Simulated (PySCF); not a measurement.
C₅H₈O₃.
Numbering: `[CH3:1][C@H:2]([OH:3])/[CH:4]=[CH:5]/[O:6][CH:7]=[O:8]` (hydrogens: H9, H10, H11 on C1; H12 on C2; H13 on O3; H14 on C4; H15 on C5; H16 on C7)

Level of theory: TDDFT B3LYP/def2-SVPD, vertical, gas phase, core orbitals frozen in the response (PySCF 2.14.0, density-fitted response routines). The structure is a single GFN2-xTB conformer in the gas phase; no vibrational or solvent corrections. Torsions of this conformer, `[CH3:1][C@H:2]([OH:3])/[CH:4]=[CH:5]/[O:6][CH:7]=[O:8]`: C1–C2–C4–C5 -117°, C4–C5–O6–C7 -178°, C5–O6–C7–O8 0°, H–O3–C2–C1 -178°.

Orbital energies (eV): HOMO-3 -9.51, HOMO-2 -8.52, HOMO-1 -8.17, HOMO -7.38, LUMO -1.14, LUMO+1 0.14, LUMO+2 0.30.

**Question.** Among the lowest singlets, which states do these configurations lead, and at what energies: HOMO-2→LUMO, HOMO-1→LUMO, HOMO→LUMO?

**Answer.** 

```json
{"state": "S1", "leading configuration": "HOMO-2→LUMO", "weight": "0.66", "Δε (eV)": "7.38", "E (eV)": "5.66", "E − Δε (eV)": "-1.72", "f": "0.011", "other configurations": "H-1→L (22%)"}
{"state": "S2", "leading configuration": "HOMO→LUMO", "weight": "0.87", "Δε (eV)": "6.24", "E (eV)": "5.80", "E − Δε (eV)": "-0.44", "f": "0.323", "other configurations": "–"}
{"state": "S3", "leading configuration": "HOMO-1→LUMO", "weight": "0.70", "Δε (eV)": "7.03", "E (eV)": "6.28", "E − Δε (eV)": "-0.75", "f": "0.060", "other configurations": "H-2→L (16%)"}
```

E − Δε runs from -1.72 to -0.44 eV. By orbital difference alone the order would be S2, S3, S1. Δε is the difference of the two orbital energies.

H and L stand for HOMO and LUMO. The other states: S4 6.71 eV, f 0.036, H→L+1 (49%), H→L+2 (46%); S5 7.13 eV, f 0.132, H→L+2 (43%), H→L+1 (37%); S6 7.23 eV, f 0.0089, H→L+3 (77%), H-1→L+1 (10%); S7 7.32 eV, f 0.010, H-1→L+1 (45%), H-1→L+2 (20%), H→L+4 (10%); S8 7.41 eV, f 0.0025, H-2→L+1 (35%), H-1→L+2 (21%), H-3→L (12%).

**Question.** Pair triplets and singlets of the same leading configuration (75% or more in both) and give the splittings.

**Answer.** 

```tsv
configuration	triplet	E(T) (eV)	singlet	E(S) (eV)	E(S) − E(T) (eV)
HOMO→LUMO	T1	4.18	S2	5.80	+1.63
```

The 3 triplets are Tamm–Dancoff values, the singlets full response.

Summed over the main configurations (up to three a state, each over 8%) of all 8 singlets, the electron leaves HOMO with weight 3.49, HOMO-1 with weight 1.88, HOMO-2 with weight 1.17 and HOMO-3 with weight 0.12.
